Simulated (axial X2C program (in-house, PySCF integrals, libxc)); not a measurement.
How the levels of CrBr⁺ (d4 s0 p(π)0 orbitals) move with the bond length

Calculated with an axial X2C code built on PySCF integrals: two-component X2C with atomic mean-field Coulomb and Gaunt terms, basis Cr dyall-v2z, Br dyall-v2z (cores contracted in-house). Orbitals come from Hartree–Fock averaged over the configuration Cr d4 s0 p(π)0; CI then distributes these electrons over the d, s, p(π) shells of Cr.

At R = 2.326 Å:

```csv
Ω,energy (cm⁻¹),g∥,configuration
0,0,0.00,100% d4
1,4,4.00,100% d4
2,17,8.00,100% d4
1,1585,6.00,100% d4
0,1672,0.00,100% d4
0,1688,0.00,100% d4
1,1776,2.01,100% d4
2,1873,6.00,100% d4
3,1971,10.01,100% d4
0,4261,0.00,100% d4
0,4261,0.00,100% d4
1,4377,0.00,100% d4
2,4490,4.01,100% d4
3,4600,8.01,100% d4
```

g∥ is the magnitude of 2⟨Lz + ge Sz⟩ for the +Ω component. The lowest 14 levels at most are listed.

At R = 2.512 Å:

```json
{"Ω": "0", "energy (cm⁻¹)": "0", "g∥": "0.00", "configuration": "100% d4"}
{"Ω": "1", "energy (cm⁻¹)": "5", "g∥": "4.00", "configuration": "100% d4"}
{"Ω": "2", "energy (cm⁻¹)": "19", "g∥": "8.00", "configuration": "100% d4"}
{"Ω": "1", "energy (cm⁻¹)": "1547", "g∥": "5.99", "configuration": "100% d4"}
{"Ω": "0", "energy (cm⁻¹)": "1619", "g∥": "0.00", "configuration": "100% d4"}
{"Ω": "0", "energy (cm⁻¹)": "1639", "g∥": "0.00", "configuration": "100% d4"}
{"Ω": "1", "energy (cm⁻¹)": "1712", "g∥": "2.01", "configuration": "100% d4"}
{"Ω": "2", "energy (cm⁻¹)": "1795", "g∥": "6.00", "configuration": "100% d4"}
{"Ω": "3", "energy (cm⁻¹)": "1880", "g∥": "10.00", "configuration": "100% d4"}
{"Ω": "0", "energy (cm⁻¹)": "3695", "g∥": "0.00", "configuration": "100% d4"}
{"Ω": "0", "energy (cm⁻¹)": "3695", "g∥": "0.00", "configuration": "100% d4"}
{"Ω": "1", "energy (cm⁻¹)": "3812", "g∥": "0.00", "configuration": "100% d4"}
{"Ω": "2", "energy (cm⁻¹)": "3925", "g∥": "4.01", "configuration": "100% d4"}
{"Ω": "3", "energy (cm⁻¹)": "4035", "g∥": "8.01", "configuration": "100% d4"}
```

The lowest level lies 1480 cm⁻¹ above the lowest at the first distance.

(1) How does the gap from the lowest to the fifth level change between the two distances?

There is no dynamic correlation: spin–orbit spacings and, for f shells, spacings inside one term are the most reliable numbers, splittings between terms come out too wide, and energies between configurations are not reliable, so the lowest level need not be the ground state of the molecule. For d shells the ligand-field splittings (σ, π, δ) and their order can be off by a thousand cm⁻¹ or more. At most 4 roots were kept for each Ω > 0 (twice that for Ω = 0) within 3.2 eV of the lowest, so higher up levels can be missing between those listed; levels with Ω > 0 are doubly degenerate and listed once, Ω = 0 levels singly. States that fill the shells left empty in the average are placed too high.

## Answers

(1) From 1672 to 1619 cm⁻¹, a factor of 0.97.
